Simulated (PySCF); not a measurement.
Al(OMe)(PH2)2 (CH₇AlOP₂), SMILES C[O][Al]([PH2])[PH2].

Geometry optimised at PBE0-D3(BJ)/def2-SVP. The values are those of a single conformer.

Vertical ionisation energy (IE) and electron affinity (EA) in eV. Rows of orbital energies are one-electron estimates. Where ΔSCF, EOM or ADC give a negative EA the extra electron is unbound and the value depends on the basis.

```csv
level,IE,EA
"−ε(HOMO), −ε(LUMO), B3LYP/def2-TZVP (PySCF)",6.67,1.04
"−ε(HOMO), −ε(LUMO), PBE/def2-TZVP (PySCF)",5.85,1.61
```
